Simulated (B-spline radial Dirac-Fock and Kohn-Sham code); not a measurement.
# The Rh-like isoelectronic sequence (45 electrons), Z = 56 to 70

These are calculated numbers from a radial finite-basis atomic code; the model is Dirac-Fock (average of configuration) total-energy differences with a finite nucleus, the Breit interaction including its frequency dependence, and self-energy and vacuum-polarisation corrections. Binding energies in eV, tabulated ground configurations ([Kr] 4d9 throughout). Electron correlation is not included.

```tsv
ion	2s	3p3/2	4p1/2	outermost level	NIST ionisation energy
Ba¹¹⁺	6190.6	1257.3	385.4	270.0 (4d)	267.1 ± 2.5
La¹²⁺	?	?	?	?	?
Ce¹³⁺	6809.8	1438.3	471.7	343.1 (4d)	340 ± 3
Pr¹⁴⁺	7133.2	1533.6	517.8	382.4 (4d)	378 ± 3
Nd¹⁵⁺	7466.0	1632.2	566.0	423.5 (4d)	420 ± 3
Pm¹⁶⁺	7808.2	1734.0	616.1	466.4 (4d)	462 ± 3
Sm¹⁷⁺	8160.0	1839.0	668.2	511.0 (4d)	506 ± 3
Eu¹⁸⁺	8521.5	1947.2	722.4	557.4 (4d)	553 ± 3
Gd¹⁹⁺	8892.8	2058.6	778.5	605.6 (4d)	601 ± 4
Tb²⁰⁺	9274.1	2173.3	836.7	655.6 (4d)	651 ± 4
Dy²¹⁺	9665.4	2291.2	896.9	707.3 (4d)	702 ± 4
Ho²²⁺	10067.0	2412.2	959.2	760.8 (4d)	755 ± 4
Er²³⁺	10479.0	2536.6	1023.6	816.1 (4d)	810 ± 4
Tm²⁴⁺	10901.5	2664.1	1090.1	873.1 (4d)	866 ± 4
Yb²⁵⁺	11334.7	2794.9	1158.6	931.9 (4d)	924 ± 4
```

Question: Fill in the row of La¹²⁺.

Answer: 2s 6495.7, 3p3/2 1346.2, 4p1/2 427.6, outermost 305.7 (4d), NIST 303 ± 3 eV.

NIST's values are for the lowest levels; a dash marks a value that is missing or belongs to another shell. Their kind here: theoretical. Where a p, d or f shell is open in either ion the computed value averages over both j values and all terms, while the table refers to the lowest levels; that difference holds spin-orbit splitting (largest in heavy or highly charged ions), term energies where several electrons share open shells, and correlation, and it can reach 10 % or more.
